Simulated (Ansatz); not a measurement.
System (SMILES): [AsH2] (AsH2), doublet.
Atoms: As1, H2, H3. Bonds: As1-H2, As1-H3.

Basis-set convergence of the optimised As1-H2 bond length at HF with Ansatz (a quantum-chemistry and plane-wave program). All functions are spherical. The program fits the integrals of some runs and decomposes those of others, by size. Open shells are unrestricted. No added dispersion term, no relativity. Reference: the value in aug-pcseg-3, 1.5126 Å. Deviations are taken from unrounded values.

| basis | functions | optimised As1-H2 bond length (Å) |
|---|---|---|
| cc-pVDZ | 37 | 1.5176 |
| aug-cc-pVDZ | 54 | 1.5176 |
| pcseg-1 | 37 | 1.5134 |
| aug-pcseg-1 | 54 | 1.5135 |
| def2-SVP | 42 | 1.5140 |
| def2-SVPD | 54 | 1.5140 |
| def2-TZVP | 60 | 1.5147 |
| def2-TZVPD | 72 | 1.5144 |
| cc-pVTZ | 71 | 1.5140 |
| aug-cc-pVTZ | 105 | 1.5139 |
| pcseg-2 | 71 | 1.5140 |
| aug-pcseg-2 | 105 | 1.5139 |
| def2-TZVPP | 76 | 1.5143 |
| def2-TZVPPD | 88 | 1.5139 |
| cc-pVQZ | 128 | 1.5128 |
| aug-cc-pVQZ | 185 | 1.5127 |
| pcseg-3 | 134 | 1.5127 |
| aug-pcseg-3 | 191 | 1.5126 |
| def2-QZVPP | 149 | 1.5126 |
| def2-QZVPPD | 161 | 1.5125 |

What the diffuse functions change, pair by pair:
- cc-pVDZ to aug-cc-pVDZ: 17 more functions, deviation 0.0049 to 0.0049 Å
- pcseg-1 to aug-pcseg-1: 17 more functions, deviation 0.0007 to 0.0009 Å
- def2-SVP to def2-SVPD: 12 more functions, deviation 0.0013 to 0.0013 Å
- def2-TZVP to def2-TZVPD: 12 more functions, deviation 0.0020 to 0.0017 Å
- cc-pVTZ to aug-cc-pVTZ: 34 more functions, deviation 0.0014 to 0.0012 Å
- pcseg-2 to aug-pcseg-2: 34 more functions, deviation 0.0014 to 0.0013 Å
- def2-TZVPP to def2-TZVPPD: 12 more functions, deviation 0.0016 to 0.0012 Å
- cc-pVQZ to aug-cc-pVQZ: 57 more functions, deviation 0.0001 to 0.0000 Å
- pcseg-3 to aug-pcseg-3: 57 more functions, deviation 0.0000 to 0.0000 Å
- def2-QZVPP to def2-QZVPPD: 12 more functions, deviation 0.0000 to -0.0001 Å

Leaving out the reference's own pair, they bring the value nearer the reference by more than 0.0001 Å in 3 of 9 pairs.
